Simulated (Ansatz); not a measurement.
`BN([SiH3])[SiH2]F` + `[SiH3]CS` → `F[SiH2]CS` + `BN([SiH3])[SiH3]`  (redistribution)

Isolated molecules relaxed with PBE0-D4/def2-TZVP in Ansatz; ΔE leaves out vibrations. CBS: MP2 limit from def2 TZ/QZ plus the TZ coupled-cluster correction, frozen cores. Functionals use def2-TZVPP. Each species was taken in one conformer, which may not be the lowest.

Q: Is it downhill or uphill in electronic energy at CCSD(T)/CBS, and by how much? (An estimate is asked.)

A: Ansatz gave: Uphill: ΔE = +3.1 kcal/mol.

Q: What do these levels give: ωB97M-V, B2PLYP, r2SCAN, MP2/def2-TZVPP, CCSD(T)/def2-TZVPP, CCSD/CBS(def2)? (Best estimate.)

A: Computed: ωB97M-V 3.0, B2PLYP 3.0, r2SCAN 2.8, MP2/def2-TZVPP 3.2, CCSD(T)/def2-TZVPP 3.2, CCSD/CBS(def2) 3.1 kcal/mol.

Largest T1 diagnostic among the species: 0.013.
